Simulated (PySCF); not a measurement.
Run record: geometry optimisation, `C([C@H]1N([SiH2]C)CCC1)#C`.

Method: PBE0-D3(BJ)/def2-SVP geometry optimisation, gas phase (PySCF 2.14.0). Start geometry: GFN2-xTB. The input is one job of a driver script: a line of settings, then coordinates in Å.

Command:
```bash
OMP_NUM_THREADS=1 python probes_run.py task.json out
```

Input:
```
{"job": {"xc": "PBE0", "basis": "def2-SVP", "d3": "d3bj", "grid": 1, "shake": 0.01, "kind": "geom"}, "charge": 0, "multiplicity": 1}
C     -0.935760     2.676860     0.177370
C     -0.719270     1.624840    -0.300710
C     -0.416730     0.295180    -0.805970
C     -1.640450    -0.467900    -1.160990
C     -2.123790    -0.992440     0.196820
C     -0.802400    -1.305270     0.906660
N      0.227720    -0.534250     0.225880
Si     1.818070    -0.348950     0.847340
C      2.832410     0.600800    -0.399730
H     -1.170790     3.651390     0.572530
H      0.273330     0.395900    -1.642010
H     -2.412280     0.162430    -1.632360
H     -1.452890    -1.292280    -1.826480
H     -2.791610    -1.850440     0.144710
H     -2.649150    -0.204070     0.743910
H     -0.552530    -2.360830     0.829520
H     -0.836410    -1.054870     1.973480
H      1.834000     0.368110     2.147770
H      2.320350    -1.723560     1.057010
H      2.863450     0.081130    -1.365070
H      2.413060     1.586660    -0.611220
H      3.856610     0.695910    -0.064970
```

Output:
```
step   0  E = -617.92629143  max force = 0.079543
step   1  E = -617.93478543  max force = 0.005759
step   2  E = -617.93496962  max force = 0.001011
step   3  E = -617.93500860  max force = 0.000874
step   4  E = -617.93502832  max force = 0.000719
step   5  E = -617.93504989  max force = 0.000628
step   6  E = -617.93507481  max force = 0.000536
step   7  E = -617.93509984  max force = 0.000797
step   8  E = -617.93512105  max force = 0.000859
step   9  E = -617.93513923  max force = 0.000658
step  10  E = -617.93515031  max force = 0.000315
optimisation converged
```

Energies in Eh; «max force» is the largest Cartesian gradient component in Eh/bohr.

Q: How much energy does the optimisation release, in eV?

A: E(step 0) − E(last step) = 0.008859 Eh, which is 0.241 eV.

Summary of the converged run: final energy -617.93515 Eh after 10 steps; dipole 1.01 D.

Q: Where do the atoms end?

A: 0.139 Å rms from the input after alignment:
```
atom  x, y, z in Å
C1    -0.4358    2.8861    0.0654
C2    -0.3164    1.7638   -0.3765
C3    -0.1208    0.3978   -0.8929
C4    -1.4506   -0.3052   -1.2032
C5    -1.8344   -0.8781    0.1543
C6    -0.4940   -1.3465    0.7213
N7     0.5018   -0.4936    0.0784
Si8    2.0971   -0.2551    0.7352
C9     3.1493    0.6543   -0.5182
H10   -0.5479    3.8765    0.4663
H11    0.4969    0.4748   -1.8054
H12   -2.1993    0.3758   -1.6308
H13   -1.2581   -1.1130   -1.9267
H14   -2.5782   -1.6855    0.0953
H15   -2.2542   -0.0788    0.7852
H16   -0.3109   -2.4115    0.4811
H17   -0.4743   -1.2602    1.8228
H18    2.0872    0.5052    2.0318
H19    2.6597   -1.6088    1.0464
H20    3.2022    0.1005   -1.4681
H21    2.7376    1.6557   -0.7182
H22    4.1741    0.7802   -0.1368
```

Q: How long does this job take on an Arm Neoverse N1 with one thread (shared host)? And the peak memory of the process?

A: About 6.0 min, with 0.87 GiB resident at the peak, the Python interpreter and its libraries included.
Labels such as C1 count atoms from 1, the log's own numbers from 0.
